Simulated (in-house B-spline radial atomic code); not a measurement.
Radial electron density of the hafnium ion Hf⁴⁺, [Xe] 4f14. Computed with an all-electron radial atomic-structure program (B-spline basis): scalar-relativistic (X2C) PBE0, spin-polarised, spherical fractional occupations, Fermi nucleus of rms radius 5.347 fm.

One-electron X2C: radii and densities carry no picture-change correction, so inner-shell <1/r> comes out high (for 1s by about 2 % at Z = 33, 5 % at 54, 10 % at 75, 30 % at 118) and <r> low.

Columns: r (bohr), 4πr²n(r) (electrons per bohr), bar.

```
 0.00042    3.278 #
0.000516     4.39 #
0.000635    5.872 ##
 0.00078    7.805 ###
0.000959    10.34 ###
 0.00118    13.64 #####
 0.00145    17.84 ######
 0.00178    23.12 ########
 0.00219    29.74 ##########
 0.00269    37.71 #############
 0.00331    47.18 ################
 0.00407    57.86 ###################
 0.00501    69.37 #######################
 0.00615    80.65 ###########################
 0.00757    90.74 ##############################
  0.0093     97.9 #################################
  0.0114    100.9 ##################################
  0.0141    98.98 #################################
  0.0173     93.5 ###############################
  0.0213    87.62 #############################
  0.0261    86.38 #############################
  0.0321    93.74 ###############################
  0.0395    109.4 #####################################
  0.0486    125.7 ##########################################
  0.0597    131.4 ############################################
  0.0734    121.5 #########################################
  0.0902    105.2 ###################################
   0.111    100.4 ##################################
   0.136    111.6 #####################################
   0.168      119 ########################################
   0.206    101.6 ##################################
   0.253    71.37 ########################
   0.312    58.78 ####################
   0.383    67.14 ######################
   0.471    69.54 #######################
   0.579    53.81 ##################
   0.712    33.65 ###########
   0.875    21.28 #######
    1.08    14.94 #####
    1.32    9.947 ###
    1.63    4.989 ##
       2    1.799 #
    2.46    0.423 
    3.02  0.06147 
    3.71 0.004812 
    4.57 0.0001744
```

On this grid the curve has 4 maxima, near 0.0114, 0.0597, 0.168, 0.471 bohr.

The 4f up radial function P(r) = rR(r), positive near the nucleus:

```tsv
r (bohr)	P
0.0261	0.002235
0.0395	0.009121
0.0597	0.03384
0.0902	0.1103
0.136	0.3001
0.206	0.655
0.312	1.068
0.471	1.238
0.712	1.016
1.08	0.5999
1.63	0.2516
2.46	0.06481
3.71	0.007639
```
